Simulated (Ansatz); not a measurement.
C4H10FNSi (SMILES C=C[Si](N)(F)CC), singlet, at a GFN2-xTB geometry, with bond 11-4 at 2.4 times its length; SC-NEVPT2/STO-3G, CASSCF(2,2) run with Ansatz (an electronic-structure program).

Here is a job for Ansatz.
Ansatz 0.2 input:
```yaml
crystal:
  periodic: [false, false, false]
  atoms:
    - {symbol: C, position_ang: [0.93671918, 1.15399919, 2.04758436]}
    - {symbol: C, position_ang: [1.07079216, 1.09801616, 0.73209612]}
    - {symbol: Si, position_ang: [0.30371429, -0.19805781, -0.39476687]}
    - {symbol: N, position_ang: [1.53228632, -1.30255514, -0.87907936]}
    - {symbol: F, position_ang: [-0.08279210, 0.52449141, -1.79621681]}
    - {symbol: C, position_ang: [-1.31781945, -0.93125286, 0.28726278]}
    - {symbol: C, position_ang: [-2.39829199, 0.11773023, 0.54505523]}
    - {symbol: H, position_ang: [1.40180972, 1.92299223, 2.64576246]}
    - {symbol: H, position_ang: [0.35193703, 0.43060921, 2.59311465]}
    - {symbol: H, position_ang: [1.67211698, 1.85656454, 0.24619320]}
    - {symbol: H, position_ang: [2.70011070, -2.62361054, 0.76613322]}
    - {symbol: H, position_ang: [1.41041982, -1.82265329, -1.73237073]}
    - {symbol: H, position_ang: [-1.70711202, -1.66621409, -0.42104121]}
    - {symbol: H, position_ang: [-1.12469314, -1.47586732, 1.21325850]}
    - {symbol: H, position_ang: [-2.06165471, 0.84320222, 1.28211497]}
    - {symbol: H, position_ang: [-3.31087474, -0.34858853, 0.91304657]}
    - {symbol: H, position_ang: [-2.63210338, 0.65226646, -0.37225237]}
basis:
  gaussian:
    orbitals: STO-3G
magnetization: {spin_polarized: false}
correlation: {method: sc_nevpt2, electrons: all, active_space: {window: {electrons: 2, orbitals: 2}}}
```

### Question
Write the output that Ansatz gives for this input, abridged.

### Answer

```
Functional definition: HF
656 factors; integrals over basis functions are off by at most 3.2e-5 eV
mean field evaluation 1: about -16116.9244 eV, gradient 3.2e1 eV
mean field evaluation 2: about -16117.1562 eV, gradient 3.2e1 eV
mean field evaluation 4: about -16122.2408 eV, gradient 5.6e0 eV
mean field evaluation 8: about -16122.4216 eV, gradient 3.1e-1 eV
mean field evaluation 16: about -16122.4252 eV, gradient 2.4e-6 eV
mean field -16122.42520727 eV, -592.4881981949 hartree, gradient 2.4e-6 eV, S^2 0.000000; 1 other end points of the search recorded, 0 dependent functions left out; unrestricted orbitals would lower it
reference -16122.42520727 eV, -592.4881981949 hartree; 32, 32 occupied and 17, 17 virtual orbitals, 656 factors
state -16127.91797486 eV, -592.6900536807 hartree
state -16127.91797486 eV, -592.6900536807 hartree; corrected -16136.16380000 eV, -592.9930821655 hartree
Total energy: -16136.16380000 eV, -592.9930821655 hartree
```
